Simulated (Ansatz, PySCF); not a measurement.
System: sum formula SiOCl₂, charge 0, multiplicity 1. SMILES: [Si](=O)(Cl)Cl
Geometry from a B3LYP-D3(BJ)/def2-TZVP (Ansatz, a quantum-chemistry and plane-wave program) optimisation:
```
Si
O 1 1.5099
Cl 1 2.0170 2 125.67
Cl 1 2.0170 2 125.67 3 180.00
```
Charge 0, spin multiplicity 1.

Quantity: atomisation energy (electronic, to ground-state atoms), in eV. Correlated levels leave the core frozen unless marked. UHF or UKS for open shells. Spin-orbit coupling is left out. No relativistic terms. The coupled-cluster limit lacks core correlation, which all-electron functionals hold. CBS(X,Y): correlation extrapolated as X^-3; Hartree-Fock from the larger set. The bracket is a focal-point correction in the basis named.

```csv
level,program,atomisation energy (eV)
HF/aug-cc-pV(Q+d)Z,Ansatz,9.50
BLYP-D4/def2-TZVPD,Ansatz + dftd4,14.59
revPBE-D3(BJ)/def2-TZVPD,Ansatz + dftd3,14.56
B3LYP-D3(BJ)/def2-TZVPD,Ansatz + dftd3,14.34
PBE0-D3(BJ)/def2-TZVPD,Ansatz + dftd3,14.50
PBE0-D4/def2-TZVP,Ansatz + dftd4,14.51
PBE0/def2-TZVPD,Ansatz,14.38
BHLYP-D3(BJ)/def2-TZVPD,Ansatz + dftd3,13.53
TPSSh-D4/def2-TZVPD,PySCF + dftd4,14.41
r2SCAN0-D4/def2-TZVPD,Ansatz + dftd4,14.21
B2GP-PLYP-D4/def2-TZVPD,Ansatz + dftd4,14.43
RPA@PBE/cc-pV(Q+d)Z,Ansatz,13.21
MP2/6-31G*,Ansatz,13.53
SCS-MP2/6-31G*,Ansatz,13.03
CCSD/cc-pV(D+d)Z,Ansatz,12.26
CCSD/cc-pwCVTZ,Ansatz,13.53
CCSD(T)/STO-3G,Ansatz,11.19
CCSD(T)/6-31G,Ansatz,8.26
CCSD(T)/6-31G*,Ansatz,12.68
CCSD(T)/cc-pVTZ,Ansatz,13.74
"RI-MP2/CBS(aug-cc-pV(T+d)Z,aug-cc-pV(Q+d)Z)+[CCSD(T)-MP2]/aug-cc-pV(T+d)Z",Ansatz,14.71
```
